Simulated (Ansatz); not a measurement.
`F[CH2][AlH][Br]` and `[CH3][AlH][CH2]F` differ in one atom or group.

Ansatz, PBE0-D4/def2-TZVP geometries, multiplicity 1. Each molecule was computed in one conformer, which needn't be the lowest.

Scalar relativity is left out up to krypton.

| property | `F[CH2][AlH][Br]` |
| --- | --- |
| size of the dipole moment (B3LYP/def2-TZVPP) / D | 2.37 |
| LUMO energy (PBE/def2-TZVPP) / eV | -2.27 |
| HOMO energy (ωB97M-V/def2-TZVPP) / eV | -10.24 |
| LUMO energy (ωB97M-V/def2-TZVPP) / eV | 0.10 |
| ideal-gas entropy at 298 K and 1 bar (rigid rotor, harmonic PBE0-D4/def2-TZVP) / J/(mol·K) | 340 |
| HOMO energy (PBE/def2-TZVPP) / eV | -6.62 |

Q: What does the change do to each property? (Estimate.)

A: Ansatz gave: 
```tsv
property	`[CH3][AlH][CH2]F`	shift
size of the dipole moment (B3LYP/def2-TZVPP) / D	2.30	-0.07
LUMO energy (PBE/def2-TZVPP) / eV	-1.89	0.38
HOMO energy (ωB97M-V/def2-TZVPP) / eV	-9.86	0.38
LUMO energy (ωB97M-V/def2-TZVPP) / eV	0.44	0.34
ideal-gas entropy at 298 K and 1 bar (rigid rotor, harmonic PBE0-D4/def2-TZVP) / J/(mol·K)	346	6
HOMO energy (PBE/def2-TZVPP) / eV	-6.15	0.47
```

The zero-point energy changes by 88.6 kJ/mol with +9 modes. Dipoles are sizes alone; their direction can turn. Modes under 60 cm⁻¹, often nearly free rotors, make the harmonic entropy too high.

B3LYP here is the variant with VWN-RPA as its local correlation; programs differ in this.

Spin–orbit coupling is left out; it splits and shifts lone-pair levels of the heavy atoms by tenths of an eV.
